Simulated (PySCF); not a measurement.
# GeFH3: computed shieldings and shifts

GeFH3, FGeH3, point group C3v.

Cartesian coordinates in Å; atom numbers follow the order of the lines, from 1:
```xyz
5

Ge    0.000    0.001   -0.086
F     0.009   -0.013    1.658
H     1.469    0.009   -0.533
H    -0.743    1.277   -0.508
H    -0.734   -1.273   -0.531
```

GIAO calculations in PySCF 2.14 on the PBE0-D3(BJ)/def2-SVP structure: isolated species, non-relativistic, equivalent atoms averaged; basis pcSseg-1 (pcSseg-2 on Ge).

**Question.** Give the isotropic shieldings (ppm) with B3LYP, PBE, PBE0.

**Answer.** 
```
             atoms                          environment  B3LYP    PBE   PBE0
               Ge1           germanium bonded to F, 3 H   1336   1297   1368
                F2                fluorine bonded to Ge  436.5  428.5  443.4
          H3/H4/H5  hydrogen on a germanium bonded to F  25.93  25.52  25.79
HOMO–LUMO gap (eV)                                    –   8.86   6.96   9.37
```

**Question.** And the chemical shifts, against references computed in the same way?

**Answer.** 
```csv
atoms,"nucleus, reference",B3LYP,PBE,PBE0
F2,"¹⁹F, CFCl3",-264.6,-283.8,-266.1
H3/H4/H5,"¹H, TMS",5.45,5.68,5.47
```

**Question.** Which part of the shielding of Ge1 depends on the functional?

**Answer.** Diamagnetic: B3LYP 2755, PBE 2756, PBE0 2756 ppm; paramagnetic: B3LYP -1420, PBE -1458, PBE0 -1388 ppm. The diamagnetic part, set mainly by inner electrons, hardly moves; the paramagnetic part goes with low-lying magnetically allowed excitations and carries the spread.

**Question.** What couplings does PBE/pcJ-1 (pcSseg-1 on Ge) give?

**Answer.** ²J(F2,H3) = 26.4, ²J(H3,H4) = 22.5 Hz (averaged over equivalent pairs; isotopes ¹⁹F, ¹H).

Relativistic effects, spin–orbit coupling among them, are left out; they matter for Ge and for the light atoms bonded to it. Unscaled 19F shifts against computed CFCl3 carry errors that often reach 10 to 50 ppm.
